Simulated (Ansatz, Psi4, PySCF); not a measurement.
Br₂Zn (SMILES [Br][Zn][Br]), singlet, at a GFN2-xTB geometry (such geometries of metal compounds can be far from the true shape). Base run: REVPBE/cc-pVDZ (PySCF).

Geometry (Å):
```xyz
3

Zn    -0.0081    -0.0120    -0.0133
Br    -0.2466     1.7635    -1.4252
Br     0.2536    -1.7533     1.4366
```
All else is at PySCF's defaults.

The same geometry, method and basis name were run in Ansatz (a first-principles code) and Psi4 and PySCF, at each program's defaults and at the settings that a row names. The base is PySCF at its defaults. Differences at the defaults can come from grids, fitting, cores and function types together.

| code and settings | ΔE vs base (mEh) | basis functions | E (Eh) | SCF cycles | dipole (D) | outcome |
|---|---|---|---|---|---|---|
| PySCF, defaults (exact integrals, its default grid, spherical functions) | 0.000 | 97 | -6927.24589 | 9 | 0.07 | converged |
| Psi4, defaults (density fitting with its default set, its default grid, spherical functions) | ___ | 97 | ___ | 10 | 0.07 | converged |
| Ansatz, defaults (factorised integrals, its default grid, spherical functions) | -0.019 | 97 | -6927.24591 | - | - | converged |
| PySCF, density fitting with def2-universal-jkfit | -0.075 | 97 | -6927.24597 | 9 | 0.07 | converged |
| PySCF, fine grid | -0.021 | 97 | -6927.24591 | 9 | 0.07 | converged |
| Psi4, exact integrals, spherical functions, fine grid | - | 97 | - | - | - | cut at the time limit |
| Ansatz, high accuracy | -0.019 | 97 | -6927.24591 | - | - | converged |

Problem. Fill in the missing entries.

Solution. 
- Psi4, defaults (density fitting with its default set, its default grid, spherical functions), ΔE vs base (mEh): -0.185
- Psi4, defaults (density fitting with its default set, its default grid, spherical functions), E (Eh): -6927.24608
